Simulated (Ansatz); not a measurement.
Input for Ansatz (a program for electronic structure): U-CCSD(T)/cc-pVTZ on H6 chain, a point of a bond scan (R = 1.300 Å).

Ansatz 0.2 input:
```yaml
crystal:
  periodic: [false, false, false]
  atoms:
    - {symbol: H, position_ang: [0.00000000, 0.00000000, 0.00000000]}
    - {symbol: H, position_ang: [0.00000000, 0.00000000, 1.30000000]}
    - {symbol: H, position_ang: [0.00000000, 0.00000000, 2.60000000]}
    - {symbol: H, position_ang: [0.00000000, 0.00000000, 3.90000000]}
    - {symbol: H, position_ang: [0.00000000, 0.00000000, 5.20000000]}
    - {symbol: H, position_ang: [0.00000000, 0.00000000, 6.50000000]}
basis:
  gaussian:
    orbitals: cc-pVTZ
correlation: {method: ccsd_t, electrons: outside_noble_gas}
scf: {omitted_lower_state_checks: [cluster_reference]}
magnetization: {spin_polarized: true, initial_magnetization: 0}
```

Output:

```
WARN ansatz: RAYON_NUM_THREADS=2 ignored (pool sized by the plan → 2); use --threads N
Functional definition: HF
these checks for a lower state are left out or cut short: cluster_reference
integrals: 0.10 GiB planned
435 factors; integrals over basis functions are off by at most 9.8e-4 eV
mean field: 0.11 GiB planned
mean field evaluation 1: about -84.4760 eV, gradient 4.4e0 eV
mean field evaluation 2: about -84.4690 eV, gradient 4.3e0 eV
mean field evaluation 4: about -84.8209 eV, gradient 3.6e-1 eV
mean field evaluation 8: about -84.8230 eV, gradient 3.1e-4 eV
mean field evaluation 16: about -84.8353 eV, gradient 5.7e-1 eV
mean field evaluation 32: about -85.7256 eV, gradient 1.0e0 eV
mean field -85.75025114 eV, -3.1512636057 hartree, gradient 5.9e-6 eV, S^2 1.068928; 5 other end points of the search recorded, 0 dependent functions left out
reference -85.75025114 eV, -3.1512636057 hartree; 3, 3 occupied and 81, 81 virtual orbitals, 435 factors
second order -1.87304460 eV of doubles, -0.00000000 eV of singles
coupled cluster: 0.28 GiB planned
cycle   1  -2.29287570 eV  change   -4.2e-1 eV  update   8.7e-2
cycle   2  -2.83579091 eV  change   -5.4e-1 eV  update   6.4e-2
cycle   3  -3.07642885 eV  change   -2.4e-1 eV  update   4.2e-2
cycle   4  -3.20840917 eV  change   -1.3e-1 eV  update   2.7e-2
cycle   5  -3.31528144 eV  change   -1.1e-1 eV  update   1.8e-2
cycle   6  -3.35004972 eV  change   -3.5e-2 eV  update   1.1e-2
cycle   7  -3.37586096 eV  change   -2.6e-2 eV  update   5.9e-3
cycle   8  -3.38507178 eV  change   -9.2e-3 eV  update   2.5e-3
cycle   9  -3.38257847 eV  change    2.5e-3 eV  update   1.3e-3
cycle  10  -3.38255286 eV  change    2.6e-5 eV  update   7.4e-4
cycle  11  -3.38317682 eV  change   -6.2e-4 eV  update   4.1e-4
cycle  12  -3.38334313 eV  change   -1.7e-4 eV  update   1.3e-4
cycle  13  -3.38334359 eV  change   -4.6e-7 eV  update   7.2e-5
cycle  14  -3.38324650 eV  change    9.7e-5 eV  update   3.3e-5
cycle  15  -3.38323061 eV  change    1.6e-5 eV  update   1.2e-5
cycle  16  -3.38324671 eV  change   -1.6e-5 eV  update   6.3e-6
cycle  17  -3.38325746 eV  change   -1.1e-5 eV  update   3.1e-6
cycle  18  -3.38325937 eV  change   -1.9e-6 eV  update   1.3e-6
coupled cluster: 0.28 GiB planned
perturbative correction -0.14157688 eV, -0.0052028542 hartree
WARN: the results are in doubt because among natural orbitals full CI differs from the method by -0.197 eV
Total energy: -89.27508738 eV, -3.2807989486 hartree
In doubt: among natural orbitals full CI differs from the method by -0.197 eV
Checks for a lower state left out: cluster_reference
```

The run converged. Its determinant has ⟨S²⟩ = 1.07, a mixture of spin states.

Warnings raised: large difference.

Cost: about 5 core-seconds (a rough figure).
